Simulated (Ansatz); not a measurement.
A structure relaxed at PBE0-D4/def2-SVPD in Ansatz, charge -1, doublet:

```xyz
5

La    0.496   -0.349   -1.127
La    0.010    0.396    2.200
O     0.639    1.400    0.452
O    -1.000   -0.156   -2.465
O    -0.146   -1.292    0.940
```

Task: Give its formula and point group.

Result: La₂O₃⁻. Point group Cs (tolerance 0.1 Å).

Task: Summarise the bond lengths by kind (pairs closer than 1.2 times the sum of covalent radii, bridged metal pairs left out).

Result: 5 × La–O 2.02 to 2.36 Å.

In the def2 sets La takes a core potential; there is no spin–orbit coupling. Another isomer (doublet) lies 0.45 eV lower at PBE0-D4/def2-TZVPD; other spin states weren't run for this one.
